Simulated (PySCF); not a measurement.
Compound: C₆H₄BrF.
Numbering: `[F:1][c:2]1[cH:3][cH:4][c:5]([Br:6])[cH:7][cH:8]1` (hydrogens: H9 on C3; H10 on C4; H11 on C7; H12 on C8)

All values: wB97X-D/def2-SVPD (PySCF, non-relativistic), on one gas-phase PBE0-D3(BJ)/def2-SVP geometry that isn't relaxed in the solvent. The solvent is an IEF-PCM continuum (van der Waals radii × 1.2), and excitations are vertical TDDFT with non-equilibrium linear response and a frozen core. Specific hydrogen bonds and non-electrostatic terms are outside this model. Spin–orbit coupling is left out although an atom past zinc is present.

Gas-phase singlets (H = HOMO, L = LUMO):

```csv
state,E (eV),λ (nm),f,leading configuration
S1,5.182,239,0.015,H→L 77%
S2,5.763,215,0.000,H→L+2 84%
S3,5.912,210,0.118,H→L+1 80%
S4,6.766,183,0.018,H-2→L+2 82%
S5,6.875,180,0.608,H-1→L 76%
```

Task: Give the list for benzene (ε = 2.271), n² = 2.25.

Result: 
| state | E (eV) | λ (nm) | f | leading configuration | change by rank (eV) |
| --- | --- | --- | --- | --- | --- |
| S1 | 5.197 | 239 | 0.022 | H→L 78% | +0.015 |
| S2 | 5.775 | 215 | 0.000 | H→L+2 83% | +0.012 |
| S3 | 5.879 | 211 | 0.175 | H→L+1 83% | -0.033 |
| S4 | 6.701 | 185 | 0.792 | H-1→L 80% | -0.065 |
| S5 | 6.722 | 184 | 0.345 | H-1→L+1 59% | -0.153 |

Task: How does the list change in chloroform (ε = 4.711)?

Result: 
```json
{"state": "S1", "E (eV)": "5.217", "λ (nm)": "238", "f": "0.019", "leading configuration": "H→L 76%", "change by rank (eV)": "+0.035"}
{"state": "S2", "E (eV)": "5.791", "λ (nm)": "214", "f": "0.000", "leading configuration": "H→L+2 83%", "change by rank (eV)": "+0.028"}
{"state": "S3", "E (eV)": "5.897", "λ (nm)": "210", "f": "0.164", "leading configuration": "H→L+1 82%", "change by rank (eV)": "-0.015"}
{"state": "S4", "E (eV)": "6.722", "λ (nm)": "184", "f": "0.790", "leading configuration": "H-1→L 80%", "change by rank (eV)": "-0.044"}
{"state": "S5", "E (eV)": "6.740", "λ (nm)": "184", "f": "0.352", "leading configuration": "H-1→L+1 61%", "change by rank (eV)": "-0.135"}
```

Task: The ground-state energy changes by -0.106 eV from gas to chloroform. By how much does the total energy of gas-phase S1 change?

Result: E(S1) = E(S0) + excitation energy, so it changes by -0.106 + 0.035 = -0.071 eV: it is lowered less than the ground state, which is what a blue shift means. This is the vertical state, with the slow part of the continuum still set for S0.

Task: How do the frontier levels move from gas to chloroform?

Result: 
| orbital | gas (eV) | solvent (eV) | change (eV) | Löwdin shares, gas | Löwdin shares, solvent |
| --- | --- | --- | --- | --- | --- |
| LUMO+2 | 1.47 | 1.53 | +0.06 | Br6 65 %, C5 18 % | Br6 68 %, C5 19 % |
| LUMO+1 | 1.03 | 1.12 | +0.09 | C5 22 %, C2 20 %, C4 11 %, C7 11 % | C5 22 %, C2 20 %, C4 11 %, C7 11 % |
| LUMO | 0.76 | 0.89 | +0.13 | C7 19 %, C4 19 %, C3 18 %, C8 18 % | C7 18 %, C4 18 %, C3 18 %, C8 18 % |
| HOMO | -8.86 | -8.82 | +0.04 | Br6 30 %, C5 18 %, C2 15 %, C7 8 % | Br6 28 %, C5 19 %, C2 15 %, C7 8 % |
| HOMO-1 | -9.85 | -9.72 | +0.13 | C8 20 %, C3 20 %, C4 20 %, C7 20 % | C8 20 %, C3 20 %, C4 20 %, C7 20 % |
| HOMO-2 | -10.40 | -10.42 | -0.02 | Br6 84 %, C5 9 % | Br6 84 %, C5 9 % |
| HOMO-3 | -11.06 | -11.06 | 0.00 | Br6 51 %, C5 12 %, C2 9 %, F1 7 % | Br6 52 %, C5 11 %, C2 9 %, C3 7 % |

The HOMO–LUMO gap goes from 9.62 to 9.72 eV.

The pairwise dispersion term of wB97X-D wasn't added to the energies; at a given geometry it leaves orbitals and properties as they are.
